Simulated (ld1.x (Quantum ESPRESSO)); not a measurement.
Logarithmic derivatives: copper, TM

ld1.x (Quantum ESPRESSO) 7.5 input, shortened:

```
&input
   title='Cu', zed=29., rel=1, dft='PZ', iswitch=3,
   config='[Ar] 3d10 4s1 4p0'
 /
 &inputp
   pseudotype=2, tm=.true., lloc=0,
   nlcc=.true., new_core_ps=.true., rcore=0.35
 /
3
3P  2  1   6.00   0.00  1.20  1.20  0.0
3D  3  2  10.00   0.00  0.75  0.75  0.0
3S  1  0   2.00   0.00  0.70  0.70  0.0
 &test
   configts(1)='3s2 3p6 3d10 4s1 4p0'
 /
```

Occupied shells without a wave of their own: 4s. They enter only through the test configuration that unscreens the potential, and ld1.x also counts them in the model core charge.

The phase is arctan(r·u′/u) with u = r·R(r), unwrapped; energies in Ry, scanned from -10 to 5 Ry. A pole is an energy at which the radial function vanishes at the test radius. The pseudo phase is shifted by a multiple of π to meet the all-electron one at the reference energy, and phase errors are pseudo minus all-electron; the curves can meet again beyond the range given. Levels narrower than the energy grid can be missing from the lists of poles.

Problem. For each channel, where are the poles, and over which energies does the pseudopotential scatter like the atom?

Solution.

```json
{"channel": "s", "radius (bohr)": "1.30", "reference energy (Ry)": "-8.39", "poles, all-electron": "-7.45", "poles, pseudo": "-7.45", "unbroken range about the reference energy with phases within 0.05 rad": "below 3.8", "phase error 1 Ry above the reference energy (rad)": "-0.000"}
{"channel": "p", "radius (bohr)": "1.30", "reference energy (Ry)": "-5.29", "poles, all-electron": "-4.10", "poles, pseudo": "-4.10", "unbroken range about the reference energy with phases within 0.05 rad": "the whole range", "phase error 1 Ry above the reference energy (rad)": "-0.000"}
{"channel": "d", "radius (bohr)": "1.30", "reference energy (Ry)": "-0.39", "poles, all-electron": "1.34", "poles, pseudo": "1.34", "unbroken range about the reference energy with phases within 0.05 rad": "the whole range", "phase error 1 Ry above the reference energy (rad)": "+0.001"}
```

ld1.x takes every shell without a wave as core, so the model core holds the 4s electrons as well and exchange and correlation see them twice. This cancels in the reference configuration, but the file is broken for other ones, and its errors say nothing about a proper core correction.

Phases in the p channel:

```json
{"E (Ry)": "-10.00", "all-electron": "1.251", "pseudo": "1.251"}
{"E (Ry)": "-9.52", "all-electron": "1.231", "pseudo": "1.231"}
{"E (Ry)": "-9.04", "all-electron": "1.206", "pseudo": "1.206"}
{"E (Ry)": "-8.56", "all-electron": "1.173", "pseudo": "1.172"}
{"E (Ry)": "-8.08", "all-electron": "1.126", "pseudo": "1.125"}
{"E (Ry)": "-7.60", "all-electron": "1.055", "pseudo": "1.055"}
{"E (Ry)": "-7.12", "all-electron": "0.935", "pseudo": "0.934"}
{"E (Ry)": "-6.64", "all-electron": "0.689", "pseudo": "0.688"}
{"E (Ry)": "-6.16", "all-electron": "0.088", "pseudo": "0.086"}
{"E (Ry)": "-5.68", "all-electron": "-0.803", "pseudo": "-0.803"}
{"E (Ry)": "-5.20", "all-electron": "-1.254", "pseudo": "-1.254"}
{"E (Ry)": "-4.72", "all-electron": "-1.447", "pseudo": "-1.447"}
{"E (Ry)": "-4.24", "all-electron": "-1.549", "pseudo": "-1.549"}
{"E (Ry)": "-3.76", "all-electron": "-1.613", "pseudo": "-1.614"}
{"E (Ry)": "-3.28", "all-electron": "-1.659", "pseudo": "-1.659"}
{"E (Ry)": "-2.80", "all-electron": "-1.694", "pseudo": "-1.695"}
{"E (Ry)": "-2.32", "all-electron": "-1.724", "pseudo": "-1.724"}
{"E (Ry)": "-1.84", "all-electron": "-1.749", "pseudo": "-1.750"}
{"E (Ry)": "-1.36", "all-electron": "-1.773", "pseudo": "-1.773"}
{"E (Ry)": "-0.88", "all-electron": "-1.795", "pseudo": "-1.796"}
{"E (Ry)": "-0.40", "all-electron": "-1.817", "pseudo": "-1.818"}
{"E (Ry)": "0.08", "all-electron": "-1.840", "pseudo": "-1.841"}
{"E (Ry)": "0.56", "all-electron": "-1.863", "pseudo": "-1.865"}
{"E (Ry)": "1.04", "all-electron": "-1.889", "pseudo": "-1.891"}
{"E (Ry)": "1.52", "all-electron": "-1.916", "pseudo": "-1.919"}
{"E (Ry)": "2.00", "all-electron": "-1.947", "pseudo": "-1.950"}
{"E (Ry)": "2.48", "all-electron": "-1.982", "pseudo": "-1.986"}
{"E (Ry)": "2.96", "all-electron": "-2.022", "pseudo": "-2.028"}
{"E (Ry)": "3.44", "all-electron": "-2.069", "pseudo": "-2.077"}
{"E (Ry)": "3.92", "all-electron": "-2.127", "pseudo": "-2.137"}
{"E (Ry)": "4.40", "all-electron": "-2.197", "pseudo": "-2.211"}
{"E (Ry)": "4.88", "all-electron": "-2.285", "pseudo": "-2.305"}
```
